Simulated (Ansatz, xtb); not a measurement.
## Two isomers of CH4BrGe

We compare X, `[CH3][GeH][Br]`, a doublet, with Y, `[CH2][GeH2][Br]`, a doublet. Both are isolated molecules in the gas phase, relaxed with B3LYP-D3(BJ)/def2-SVP; each stands in its lowest conformer found.

Problem. Estimate E(Y) − E(X) at the level CCSD(T)/def2-SVP + ΔMP2/def2-TZVPP.

Solution. Calculated at CCSD(T)/def2-SVP + ΔMP2/def2-TZVPP: E(Y) − E(X) = +86.9 kJ/mol, so structure X lies lower.

Level by level:

```csv
level,geometry,E(Y) − E(X) (kJ/mol),departure from the last row (kJ/mol),"job, with rough time for the two"
GFN2-xTB,GFN2-xTB,+153.7,+66.8,"optimisation, 0.1 s"
HF/STO-3G,GFN2-xTB,−19.1,−106.0,"single point, 0.7 s"
r2SCAN-D4/def2-SVP,GFN2-xTB,+76.1,−10.8,"single point, 6.1 s"
B3LYP-D3(BJ)/def2-SVP,B3LYP-D3(BJ)/def2-SVP,+93.7,+6.8,"optimisation, 56 s"
HF/def2-SVP,B3LYP-D3(BJ)/def2-SVP,+56.8,−30.1,part of the CCSD(T) run
MP2/def2-SVP,B3LYP-D3(BJ)/def2-SVP,+94.0,+7.1,part of the CCSD(T) run
CCSD(T)/def2-SVP,B3LYP-D3(BJ)/def2-SVP,+86.2,−0.7,single point
CCSD(T)/def2-SVP + ΔMP2/def2-TZVPP,B3LYP-D3(BJ)/def2-SVP,+86.9,,"single point, 68 s"
```

As drawn, Y has 1 Ge–H in place of 1 C–H.

HF/STO-3G puts the two in the other order. The largest departure from CCSD(T)/def2-SVP + ΔMP2/def2-TZVPP is that of HF/STO-3G, 106.0 kJ/mol. The last row adds to CCSD(T) the change of the MP2 difference between the two basis sets, here +0.7 kJ/mol.

With harmonic frequencies from B3LYP-D3(BJ)/def2-SVP (ideal gas, rigid rotor, one conformer each, 298.15 K, 1 atm): on the last row, ΔE + ΔZPE = +75.0, ΔH = +75.7, ΔG = +74.9 kJ/mol.

Open shells are spin-unrestricted. The correlated steps freeze 19 core orbitals; the filled d shell of Br and Ge is correlated, in a basis made for valence electrons. Mirror images aren't counted in ΔG. Run with Ansatz 0.2.0, xtb 6.7.1; the last row on 2 threads of Arm Neoverse V1 on a shared host.
